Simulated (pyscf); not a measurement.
Structures and frequencies: ωB97X-D3(BJ)/def2-SVP in PySCF. Correlated levels are frozen-core, on RHF or UHF. ΔMP2 is the change of the MP2 total energy from the triple- to the quadruple-zeta basis. Singlets are restricted, triplets unrestricted.

Singlet (Å):
```xyz
3

Si     0.5509     1.4032     0.4834
I      1.7607     0.5008    -1.4399
H     -0.2261     0.1135     0.7286
```

Triplet (Å):
```xyz
3

Si     0.1737    -0.6203     0.2890
I     -0.8762     0.7128     1.9997
H     -0.7340    -1.4322    -0.5818
```

Question: For these two minima of :HSi–I, which spin state lies lower at CCSD(T)/def2-TZVPP + ΔMP2(QZVPP), and by how much (electronic energies)?

Answer: The singlet, by 31.2 kcal/mol. Zero-point energy shifts E(triplet) − E(singlet) by -0.1 kcal/mol. 

E(triplet) − E(singlet) by level (kcal/mol):

| level | gap |
|---|---|
| ωB97X-D3(BJ)/def2-TZVP | +30.9 |
| PBE/def2-TZVP | +27.3 |
| r²SCAN/def2-TZVP | +22.1 |
| B3LYP-D3(BJ)/def2-TZVP | +30.6 |
| PBE0-D3(BJ)/def2-TZVP | +25.8 |
| M06-2X/def2-TZVP | +29.7 |
| ωB97M-D3(BJ)/def2-TZVP | +34.8 |
| HF/def2-TZVP | +14.5 |
| MP2/def2-QZVPP | +29.1 |
| CCSD/def2-TZVPP | +29.5 |
| CCSD(T)/def2-TZVPP | +30.3 |
| CCSD(T)/def2-TZVPP + ΔMP2(QZVPP) | +31.2 |

The triplet is the lowest one reached from the SCF start used. The CCSD(T) − MP2 part came from Ansatz, without density fitting, on the same reference. The frozen core leaves the outer d or s,p core shells of the metals and heavy elements correlated in the MP2 and CC values, and def2-TZVPP describes them poorly, which can shift differences by a few kcal/mol. Elements past Kr carry the def2 core potentials, without spin-orbit coupling.
